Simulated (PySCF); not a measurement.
# Worked example: dipole moment from atomic charges

Mo(O)(NH)(OH)2 (H3MoNO3), SMILES [OH][Mo](=[O])(=[NH])[OH], multiplicity 1. Atoms are numbered in the order given.

```xyz
8

Mo     0.0379    -0.0340     0.0000
O      1.5248    -0.8356     0.0000
N     -1.2679    -1.1871     0.0000
H     -1.4799    -2.1869     0.0000
O     -0.1047     1.0357     1.5440
H     -0.8792     1.0185     2.1225
O     -0.1047     1.0357    -1.5440
H     -0.8792     1.0185    -2.1225
```
Charge 0, spin multiplicity 1.

Geometry: r2SCAN-D4/def2-SVP. The spin state was assumed, not searched. The structure was generated by enumeration; whether it is a known compound was not checked. The def2 effective core potentials stand for the cores of Mo; spin–orbit coupling is left out. The values are those of a single conformer.

Charges (e) from PBE/def2-TZVP in PySCF:

```
atom  Mulliken  ESP fit
----  --------  -------
Mo1      1.529    1.235
O2      -0.528   -0.417
N3      -0.601   -0.813
H4       0.245    0.410
O5      -0.665   -0.609
H6       0.342    0.402
O7      -0.665   -0.609
H8       0.342    0.402
```

The dipole moment of the full density is 3.53 D.

Task: What dipole moment does each set of point charges give, and which comes closer to that of the density?

Result: 
μ = Σ q r, and 1 e Å = 4.8032 D.
Mulliken: Σ q r = (-0.810, -0.114, 0.000) e Å, |μ| = 3.93 D.
ESP fit: Σ q r = (-0.744, -0.068, 0.000) e Å, |μ| = 3.59 D.
ESP fit comes closer in size. Point charges leave out the atoms' own dipoles (lone pairs, polarised bonds); fits to the potential absorb them, partitions of the density don't.
